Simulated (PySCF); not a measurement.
PySCF input file for I₄Se, SMILES I[Se+](I)(I)I, charge +1, multiplicity 2, C-PCM-PBE0/def2-SVP. Coordinates come from a PBE0-D3(BJ)/def2-SVP optimisation. The def2 effective core potentials stand for the cores of I; spin–orbit coupling is left out.

```python
import numpy as np
from pyscf import gto, scf, dft
from pyscf.solvent import pcm

mol = gto.M(
    atom='''
    Se    0.00000000    0.00000000    0.00000000
    I    -1.49321538    1.49321538    1.49321538
    I     1.49321538    1.49321538   -1.49321538
    I     1.49321538   -1.49321538    1.49321538
    I    -1.49321538   -1.49321538   -1.49321538
    ''',
    basis='def2-SVP',
    ecp={'I': 'def2-svp'},
    charge=1,
    spin=1,
    max_memory=1600,
    verbose=3,
)
mf = dft.UKS(mol, xc='pbe0').density_fit(auxbasis='def2-universal-jkfit')
mf.grids.level = 3
mf.conv_tol = 1e-9
mf.max_cycle = 100
mf.kernel()
fine, coarse = mf.grids, dft.Grids(mol).set(level=1).build(with_non0tab=True)
for _ in range(3):  # follow internal instabilities
    mf.grids = coarse
    mo, _, stable, _ = mf.stability(return_status=True, nroots=4)
    mf.grids = fine
    if stable:
        break
    mf.kernel(mf.make_rdm1(mo, mf.mo_occ))
res = {}
for name, eps in {'water': 78.355, 'dimethylsulfoxide': 46.826, '2-propanol': 19.264}.items():
    s = mf.PCM()
    s.with_solvent.method, s.with_solvent.eps, s.with_solvent.lebedev_order = 'C-PCM', eps, 17
    s.kernel(mf.make_rdm1())
    res[name] = (s.e_tot, eps, s.dip_moment(), s.mo_energy, s.converged)
    print(f'{name}: electrostatic solvation free energy {(s.e_tot - mf.e_tot) * 627.509474:.3f} kcal/mol')
```

It prints:

```

WARN: HOMO -1.78659902486719 >= LUMO -1.78659902486723


WARN: HOMO -0.207694019419709 >= LUMO -0.207694019419686

converged SCF energy = -3591.54358439031  <S^2> = 0.7700416  2S+1 = 2.0199422
<class 'pyscf.df.df_jk.DFUKS'> wavefunction is stable in the internal stability analysis

WARN: PCM is an experimental feature. It is still in testing.
Features and APIs may be changed in the future.

converged SCF energy = -3591.62137364896  <S^2> = 0.76953424  2S+1 = 2.0194398

WARN: System has nonzero charge 1; the dipole moment is origin-dependent.
Location of origin: [0. 0. 0.]

Dipole moment(X, Y, Z, Debye): -0.00003,  0.00001, -0.00001
water: electrostatic solvation free energy -48.813 kcal/mol

WARN: PCM is an experimental feature. It is still in testing.
Features and APIs may be changed in the future.

converged SCF energy = -3591.62068808306  <S^2> = 0.76953863  2S+1 = 2.0194441

WARN: System has nonzero charge 1; the dipole moment is origin-dependent.
Location of origin: [0. 0. 0.]

Dipole moment(X, Y, Z, Debye): -0.00003,  0.00001, -0.00001
dimethylsulfoxide: electrostatic solvation free energy -48.383 kcal/mol

WARN: PCM is an experimental feature. It is still in testing.
Features and APIs may be changed in the future.

converged SCF energy = -3591.61825185751  <S^2> = 0.76955427  2S+1 = 2.0194596

WARN: System has nonzero charge 1; the dipole moment is origin-dependent.
Location of origin: [0. 0. 0.]

Dipole moment(X, Y, Z, Debye): -0.00003,  0.00001, -0.00001
2-propanol: electrostatic solvation free energy -46.855 kcal/mol
```

The run converged.
